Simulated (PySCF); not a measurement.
Some computed properties have been withheld. Give your best values.

Species: 1,2,4-tricyanobenzene, C9H3N3.
InChI=1S/C9H3N3/c10-4-7-1-2-8(5-11)9(3-7)6-12/h1-3H

```csv
property,level,value
point group,PBE0-D3(BJ)/def2-SVP,?
"rotational constants A, B, C",PBE0-D3(BJ)/def2-SVP,?
dipole moment,B3LYP/def2-SVPD,3.89 D
HOMO energy,B3LYP/def2-SVPD,-8.57 eV
LUMO energy,B3LYP/def2-SVPD,-3.59 eV
lowest singlet excitation,TDDFT B3LYP/def2-SVPD,"4.51 eV (275 nm, f = 0.019)"
strongest line among the 10 lowest singlet transitions,TDDFT B3LYP/def2-SVPD,"S4 at 5.61 eV (221 nm, f = 0.532)"
lowest triplet excitation (Tamm–Dancoff),TDA B3LYP/def2-SVPD,?
static isotropic polarisability,B3LYP/def2-SVPD,?
electronic spatial extent ⟨r²⟩ about the centre of nuclear charge,B3LYP/def2-SVPD,?
13C chemical shifts (computed TMS as zero) by class,GIAO KT2/pcSseg-2,"137.2 (1 C), 133.8 (1 C), 133.6 (1 C), 118.6 (1 C), 117.8 (1 C), 115.9 (1 C), 115.0 (1 C), 114.0 (1 C), 113.1 (1 C) ppm"
1H chemical shifts (computed TMS as zero) by class,GIAO KT2/pcSseg-2,"7.81 (1 H), 7.62 (1 H), 7.62 (1 H) ppm"
"isotropic shieldings of nuclei other than C and H, by class",GIAO KT2/pcSseg-2,"-57 (1 N), -53 (1 N), -47 (1 N) ppm"
largest of the computed one-bond spin–spin couplings (means over like bonds),"B3LYP/pcJ-1, spin–dipole term left out","13C–1H +181.3, 13C–1H +179.5, 13C–1H +179.0 Hz"
```

Gas-phase values; electronic properties from PySCF, density fitting. Isolated species at its PBE0-D3(BJ)/def2-SVP geometry, gas phase.

Task: Give the lowest triplet excitation (Tamm–Dancoff).

Result: 3.23 eV.

Task: Give the electronic spatial extent ⟨r²⟩ about the centre of nuclear charge.

Result: 2125 bohr².

Task: What is the point group?

Result: Cs.

Task: The static isotropic polarisability?

Result: 123.4 au.

Task: What are the rotational constants A, B, C?

Result: 1.886, 0.631, 0.473 GHz.

The 10 singlets span 4.51 to 6.42 eV, and their oscillator strengths add up to 1.22. The principal polarisabilities are 61.5, 122.0 and 186.6 au; their mean is the isotropic value. The polarisability is 18.28 Å³ as a volume (1 au = 0.148185 Å³), or 1.58 au for each of the 78 electrons. With B = h/(8π²I), that is 505.379 GHz u Å² over I, the principal moments of inertia are 268.0, 800.3 and 1068.4 u Å² (most abundant isotopes). The vertical singlet–triplet gap S1 − T1 is 1.28 eV (TDDFT singlet less Tamm–Dancoff triplet; S1: HOMO−1→LUMO, weight 0.63, beside HOMO→LUMO+1, weight 0.36; T1: HOMO→LUMO, weight 0.89).
